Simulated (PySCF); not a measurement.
```xyz
3
charge 1 multiplicity 3, angstrom
Ir    0.0000    0.0000   -0.0999
O     1.5085    0.0000    0.6026
O    -1.5085    0.0000    0.6026
```

Method: PySCF, UPBE0, basis Ir def2-TZVP with ECP60, O def2-TZVP (scalar-relativistic core potentials, no spin–orbit coupling, density fitting).

This geometry of IrO₂⁺ is a stationary point at this level.

(1) What is the point group?

(2) Is it a minimum?

(3) List the harmonic modes with their infrared intensities.

(4) What are the dipole moment and the gap between the highest occupied and lowest empty levels of either spin?

(5) Give the ideal-gas entropy at 298.15 K and 1 bar by parts.

## Answers

(1) C2v.

(2) Yes: all harmonic wavenumbers are real.

(3) 
```json
{"symmetry": "a1", "ω (cm⁻¹)": "235", "IR (km/mol)": "2.8"}
{"symmetry": "b2", "ω (cm⁻¹)": "957", "IR (km/mol)": "49.9"}
{"symmetry": "a1", "ω (cm⁻¹)": "1061", "IR (km/mol)": "6.1"}
```

(4) 1.57 D about the centre of mass and 2.90 eV.

(5) translation 176.4, rotation 90.0, vibration 8.5, spin 9.1; total 284.0 J/(mol K).

Other isomers or separated fragments may lie lower. Open d and f shells are described by one determinant, and the ground state may have another occupation or spin. At this level a broken-symmetry Ms = 0 minimum of C2v symmetry lies 22 kJ/mol below this structure. Spin–orbit coupling, left out here, can matter for elements this heavy.
